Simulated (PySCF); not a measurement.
PySCF 2.14 output of an unrestricted TPSS calculation on a single atom or ion in aug-cc-pwCVTZ-PP with ECP28MDF (8s7p6d4f1g, 96 functions), with scalar relativity through the core potential:

```
SCF conv_tol = 1e-09
number electrons alpha = 13  beta = 10
    J. Tao, J. P. Perdew, V. N. Staroverov, and G. E. Scuseria.,  Phys. Rev. Lett. 91, 146401 (2003)
    J. P. Perdew, J. Tao, V. N. Staroverov, and G. E. Scuseria.,  J. Chem. Phys. 120, 6898 (2004)
    J. Tao, J. P. Perdew, V. N. Staroverov, and G. E. Scuseria.,  Phys. Rev. Lett. 91, 146401 (2003)
    J. P. Perdew, J. Tao, V. N. Staroverov, and G. E. Scuseria.,  J. Chem. Phys. 120, 6898 (2004)
cycle= 1 E= -293.946226655826  delta_E= -0.00865  |g|= 0.0312  |ddm|= 0.977
cycle= 2 E= -293.951137121067  delta_E= -0.00491  |g|= 0.0369  |ddm|= 0.967
cycle= 3 E= -293.946146791516  delta_E= 0.00499  |g|= 0.0135  |ddm|= 0.903
cycle= 4 E= -293.945638050315  delta_E= 0.000509  |g|= 0.00528  |ddm|= 0.325
cycle= 5 E= -293.945603221541  delta_E= 3.48e-05  |g|= 0.00225  |ddm|= 0.0772
cycle= 6 E= -293.94560683043  delta_E= -3.61e-06  |g|= 0.00119  |ddm|= 0.106
cycle= 7 E= -293.945600528035  delta_E= 6.3e-06  |g|= 7.07e-05  |ddm|= 0.0264
cycle= 8 E= -293.945600523478  delta_E= 4.56e-09  |g|= 2.47e-05  |ddm|= 0.00131
cycle= 9 E= -293.945600520819  delta_E= 2.66e-09  |g|= 4.94e-06  |ddm|= 0.000641
cycle= 10 E= -293.945600520726  delta_E= 9.35e-11  |g|= 1.05e-06  |ddm|= 7.53e-05
converged SCF energy = -293.945600520726  <S^2> = 3.7515949  2S+1 = 4.0007974
```

The run itself started from symmetry-adapted Hartree-Fock orbitals and held the occupation by maximum overlap, on a logarithmic radial grid, so the iterations belong to that start.

Which element, charge and spin multiplicity is this?

I²⁺ (iodine, charge +2), multiplicity 4; the state was [Kr] 4d10 5s2 5p2 6s1, high-spin 4P determinant (an excited configuration).

Energies and moments cover only the electrons outside the core potential. The outer electron is Rydberg-like, and this basis confines it to a smaller radius and binds it less than a complete one would.
